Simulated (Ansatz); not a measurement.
Input file for Ansatz (an electronic-structure program): FCI/6-31G on BP, 2S+1 = 3, a point of a bond scan (R = 2.612 Å).

Ansatz 0.2 input:
```yaml
crystal:
  periodic: [false, false, false]
  atoms:
    - {symbol: B, position_ang: [-0.00000000, -0.00000000, -1.30581159]}
    - {symbol: P, position_ang: [0.00000000, 0.00000000, 1.30581159]}
basis:
  gaussian:
    orbitals: 6-31G
magnetization: {spin_polarized: false, initial_magnetization: 2}
correlation: {method: fci, electrons: outside_noble_gas}
```

Output:

```
WARN ansatz: RAYON_NUM_THREADS=1 ignored (pool sized by the plan → 1); use --threads N
Functional definition: HF
integrals: 0.00 GiB planned
447 factors; integrals over basis functions are off by at most 5.5e-8 eV
mean field: 0.06 GiB planned
mean field evaluation 1: about -9934.5500 eV, gradient 1.2e1 eV
mean field evaluation 2: about -9934.5626 eV, gradient 1.2e1 eV
mean field evaluation 4: about -9936.1505 eV, gradient 2.0e0 eV
mean field evaluation 8: about -9936.4265 eV, gradient 5.4e-1 eV
mean field evaluation 16: about -9936.4706 eV, gradient 3.3e-6 eV
mean field evaluation 32: about -9937.4949 eV, gradient 1.8e-6 eV
mean field evaluation 64: about -9935.3516 eV, gradient 4.5e0 eV
mean field evaluation 96: about -9934.8118 eV, gradient 3.0e0 eV
mean field evaluation 128: about -9934.9777 eV, gradient 7.7e-1 eV
mean field evaluation 160: about -9934.8876 eV, gradient 1.6e-1 eV
mean field evaluation 192: about -9935.0000 eV, gradient 4.8e-1 eV
mean field evaluation 224: about -9936.3047 eV, gradient 1.4e0 eV
mean field -9937.49491519 eV, -365.1962022573 hartree, gradient 1.8e-6 eV, S^2 2.000000; 13 other end points of the search recorded, 0 dependent functions left out
mean field evaluation 256: about -9934.3384 eV, gradient 1.1e1 eV
mean field evaluation 288: about -9937.6834 eV, gradient 3.5e-1 eV
determinant -9937.49491519 eV, -365.1962022573 hartree, with singles and doubles -9940.30683910 eV, -365.2995385548 hartree
determinant -9936.47061482 eV, -365.1585599130 hartree, with singles and doubles -9939.46421937 eV, -365.2685728510 hartree
determinant -9935.00532442 eV, -365.1047114840 hartree, with singles and doubles -9937.41566442 eV, -365.1932898451 hartree
determinant -9934.88794422 eV, -365.1003978412 hartree, with singles and doubles -9937.04988785 eV, -365.1798478043 hartree
unrestricted determinant -9937.94061330 eV, -365.2125813607 hartree, S^2 2.5845
6 core orbitals not correlated
reference -9937.49491519 eV, -365.1962022573 hartree; 5, 3 occupied and 11, 13 virtual orbitals, 447 factors
configuration interaction: 0.28 GiB planned
state -9940.41619822 eV, -365.3035574285 hartree
Total energy: -9940.41619822 eV, -365.3035574285 hartree
```

The calculation finished and met its thresholds.

Cost: roughly 11 core-seconds.
